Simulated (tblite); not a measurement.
Run record: tight-binding relaxation, `CC(C)c1ccpc(Cl)p1`.

Computed with GFN2-xTB geometry optimisation, gas phase (tblite 0.8.0). Start geometry: from a force field or distance geometry. The input is one job of a driver script: a line of settings, then coordinates in Å.

Command:
```bash
OMP_NUM_THREADS=1 python probes_run.py task.json out
```

Input:
```
{"job": {"kind": "relax", "xc": "GFN2-xTB", "basis": "xTB"}, "charge": 0, "multiplicity": 1}
C     -1.733600     0.195500     1.309900
C     -1.259700     0.184300    -0.124300
C     -1.724500    -0.968800    -0.938300
C      0.236800     0.199500    -0.114200
C      0.909900     1.275500    -0.612900
C      2.274600     1.387700    -0.662800
P      3.411700     0.215300    -0.087700
C      2.713300    -1.207900     0.597700
Cl     3.747900    -2.475800     1.210000
P      0.991500    -1.218400     0.583100
H     -1.008200    -0.358200     1.924200
H     -1.703500     1.278300     1.630600
H     -2.777700    -0.187800     1.422500
H     -1.640400     1.126700    -0.576300
H     -0.830100    -1.392000    -1.428600
H     -2.469500    -0.629100    -1.688600
H     -2.163300    -1.795900    -0.350800
H      0.293900     2.079700    -1.014400
H      2.721300     2.300800    -1.086600
```

Output:
```
step      E/eV     max force
  0    -791.33663    3.113
  1    -791.70154    1.776
  2    -791.93698    1.075
  3    -792.03274    1.002
  4    -792.13950    0.904
  5    -792.20537    0.884
  6    -792.24711    0.603
  7    -792.26370    0.243
  8    -792.27151    0.224
  9    -792.27751    0.206
... (58 lines left out)
 68    -792.47015    0.031
 69    -792.47032    0.032
 70    -792.47052    0.034
 71    -792.47071    0.032
 72    -792.47084    0.022
 73    -792.47090    0.017
 74    -792.47096    0.016
 75    -792.47101    0.020
 76    -792.47104    0.015
 77    -792.47106    0.006
```

«max force» is the largest atomic force in eV/Å.

From which step on does the largest force stay under 0.1 eV/Å, and how much energy is left to gain from there?

From step 41 (0.078 eV/Å), 16.5 meV above the end.

Summary of the converged run: energy lowered by 26.2 kcal/mol over 77 steps; largest atomic force 0.006 eV/Å at the end.

On one thread, Arm Neoverse V2 (aarch64), no GPU, shared host with 96 logical CPUs at a one-minute load of 48, this took 0.8 s wall.
Labels such as C1 count atoms from 1, the log's own numbers from 0.
